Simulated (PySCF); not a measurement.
Compound: C₅H₇O₃ (doublet state).
Z-matrix (Å and degrees, GFN2-xTB geometry), rows numbered from 1:
```
O 
C   1  1.1959
O   2  1.3209  1  127.21
C   3  1.4216  2  117.53  1    -2.43
C   4  1.5440  3  111.76  2   -89.58
C   5  1.4806  4  117.87  3    46.86
C   6  1.4787  5   87.89  4  -114.39
O   7  1.4324  6   90.25  5    -2.41
H   2  1.1032  1  124.32  3   178.72
H   4  1.0908  3  106.03  2   151.50
H   4  1.0946  3  109.73  2    31.23
H   5  1.1011  4  106.68  3  -179.61
H   6  1.0678  5  133.30  4    43.33
H   7  1.0979  6  116.95  5  -117.08
H   7  1.1003  6  116.64  5   112.58
```

The hyperfine couplings belong to this conformer and change with its torsions.

The species is `O1C[CH][C@H]1COC=O` [radical].

Computed, not measured: UKS B3LYP, pcH-1 on C H O, non-relativistic, mean-field spin-orbit, GIAO in PySCF 2.14.0. The structure is a single GFN2-xTB conformer in the gas phase; no vibrational or solvent corrections. A GFN2-xTB geometry isn't a minimum of the functional, and hyperfine couplings can be far from their values at a DFT geometry. The SCF solution wasn't tested for stability.

Principal values of hyperfine tensors in MHz (contact and dipolar terms together), for some of the nuclei:

| atom | isotope | A1 | A2 | A3 |
| --- | --- | --- | --- | --- |
| C6 | 13C | 35.31 | 37.24 | 277.03 |
| H15 | 1H | 108.45 | 109.51 | 120.52 |
| H14 | 1H | 104.84 | 105.47 | 118.59 |
| H12 | 1H | 94.67 | 95.39 | 108.25 |
| H13 | 1H | -94.16 | -57.50 | -16.97 |
| C4 | 13C | 50.88 | 51.17 | 65.05 |
| C7 | 13C | -38.29 | -35.63 | -32.95 |
| H11 | 1H | -7.30 | -5.86 | 1.70 |

Split each tensor into its isotropic and traceless parts, and turn a_iso into mT with g = 2.0026.

a_iso is a third of the trace, T = A − a_iso, and a(mT) = a(MHz)/(g × 13.996).

```
atom  a_iso (MHz)  a_iso (mT)      T1      T2      T3
  C6       116.53       4.157  -81.22  -79.28  160.50
 H15       112.83       4.025   -4.37   -3.32    7.69
 H14       109.63       3.911   -4.79   -4.17    8.96
 H12        99.44       3.548   -4.77   -4.05    8.82
 H13       -56.21      -2.005  -37.95   -1.29   39.24
  C4        55.70       1.987   -4.82   -4.53    9.35
  C7       -35.63      -1.271   -2.66   -0.01    2.67
 H11        -3.82      -0.136   -3.48   -2.04    5.52
```

What spin density at the nucleus of H15 lies behind its contact coupling (g_N = 5.58569)?

a_FC = 800.24 MHz bohr³ × g_N × ρ(0)/(2S). With a_FC = 112.83 MHz and 2S = 1, ρ(0) = 0.02524 bohr⁻³. In magnitude that is 7.9 % of the 1/π = 0.318 of a free hydrogen atom.

C5 (13C, g_N = 1.40482) isn't in the table. Its spin density at the nucleus is -0.03023 bohr⁻³. What is its contact coupling?

By the same relation, a_FC = -34.0 MHz. Its full tensor has the principal values -36.11, -34.79, -31.05 MHz.

Which nucleus of the table has the largest anisotropic coupling, and what is its form?

C6: -81.2, -79.3, 160.5 MHz, axial, in the ratio −1:−1:+2, the form that spin in one p orbital centred on that nucleus gives.

What first-order splitting does H15 cause when the field lies along A1, A2 or A3 of its tensor (g taken as isotropic, no quadrupole term)?

2 lines (I = 1/2), spaced by |A_i|/(g × 13.996): 3.87, 3.91, 4.30 mT along the axes of A1, A2 and A3.

Hardware: one thread, Arm Neoverse V2 (aarch64), no GPU, on a shared host. Cost: 51 s of wall time (grids of density and orbitals included), 1.0 GiB resident at most.
